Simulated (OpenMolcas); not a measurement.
# A ladder of methods for B3N3H6 (borazine)

The species is B3N3H6 (12 atoms), meant as a singlet with charge 0. SMILES: `B1NBNBN1`. Geometry: relaxed at PBE0-D4/def2-TZVP. This is one conformer, not always the lowest.

Quantity: the electronic atomisation energy, in eV. The values are calculated. Electronic energies at fixed atoms, without zero-point motion or spin-orbit coupling.

| level | kind | program | value (eV) |
| --- | --- | --- | --- |
| HF/def2-SVP | Hartree–Fock | OpenMolcas | 40.14 |
| SVWN5/def2-SVP | LDA | OpenMolcas | 61.63 |
| PBE/def2-SVP | GGA | OpenMolcas | 55.02 |
| M06-L/def2-SVP | meta-GGA | OpenMolcas | 53.91 |

The values span 40.14 to 61.63 eV.
